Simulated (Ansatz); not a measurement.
A structure relaxed at r2SCAN-D4/def2-SVPD in Ansatz, charge -1, singlet:

```xyz
21

B    -0.613   -0.368   -1.291
B     1.194   -0.651   -1.290
B     0.155    1.006    1.134
B    -1.378    0.264    1.458
B    -1.095    0.863   -0.090
B    -1.718   -0.781    0.070
B     1.774   -0.174    0.399
B     0.628    0.807   -0.571
H     1.559   -0.905    1.343
H    -2.873   -1.057   -0.180
H     1.832   -0.567   -2.307
H    -2.100    0.567    2.373
H    -0.996   -0.248   -2.431
H     1.080    1.801   -1.085
H    -1.791    1.737   -0.542
H     0.604    1.901    1.803
H     0.218   -1.498   -1.322
H    -0.177   -0.002    1.958
H     2.891    0.296    0.398
H     1.830   -1.349   -0.423
H    -1.023   -1.643    0.598
```

Q: Give its formula.

A: the cluster B₈H₁₃⁻.

Q: Summarise the bond lengths by kind (pairs closer than 1.2 times the sum of covalent radii, bridged metal pairs left out).

A: 14 × B–B 1.68 to 1.85 Å; 14 × B–H 1.20 to 1.34 Å.

The structure comes from a short search, and lower isomers may exist.
